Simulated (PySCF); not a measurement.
**Ionisation energy of Sn³⁹⁺ by level of theory**

Sn³⁹⁺ [Ne] 3s1 (2S) → Sn⁴⁰⁺ [Ne] (1S), as a difference of total energies. All numbers are calculated (PySCF 2.14, no relativity, point nucleus, in an uncontracted even-tempered set (16 s from 6.9 bohr⁻², ratio 2.5; 10 p from 9 bohr⁻², ratio 2.5; 4 d from 33 bohr⁻², ratio 2.7; 4 f from 50 bohr⁻², ratio 2.7)). Correlated levels: outer shells: 1s2 frozen; virtual orbitals above 40 to 60 times the deepest correlated orbital energy dropped. The calculations carry no spin-orbit coupling.

| method | ionisation energy (eV) |
| --- | --- |
| UHF | 2674.3 |
| LDA | 2676.9 |
| PBE | 2679.5 |
| PBE0 | 2678.3 |
| r2SCAN | 2673.5 |
| M06-L | 2670.9 |
| MP2 (outer shells) | 2674.9 |

**Question.** Estimate what SCS-MP2 (outer shells) gives.

**Answer.** 2674.8 eV, closest to MP2 (outer shells) among the rows shown.

**Question.** Estimate what BP86 gives.

**Answer.** 2678.1 eV, closest to PBE0 among the rows shown.

The gap to the reference is mostly relativistic.

For comparison: 2762.49 ± 0.08 eV (semi-empirical (NIST evaluation); NIST Atomic Spectra Database, ionization energies).
